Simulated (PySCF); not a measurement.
GaH₂, charge -1, multiplicity 1. Atoms are numbered in the order given.

```xyz
3

Ga     0.0000     0.0000    -0.0718
H      0.0000     1.2356     1.1124
H      0.0000    -1.2356     1.1124
```
Charge -1, spin multiplicity 1.

Coordinates come from a PBE0-D3(BJ)/def2-TZVPD optimisation.

These are PBE/pcSseg-2 (PySCF) values and carry that method's errors.

GIAO shieldings, no solvent; atoms alike by connectivity are averaged. δ = σ(ref) − σ: ¹H against TMS (σ = 31.47 ppm), references at their B3LYP-D3(BJ)/def2-TZVP geometries, non-relativistic.

Estimate the chemical shifts. (An estimate is asked for; the answer gives what the named calculation found.)


| nucleus | atoms | count | δ (ppm) |
|---|---|---|---|
| ¹H | H2, H3 | 2 | 12.93 |
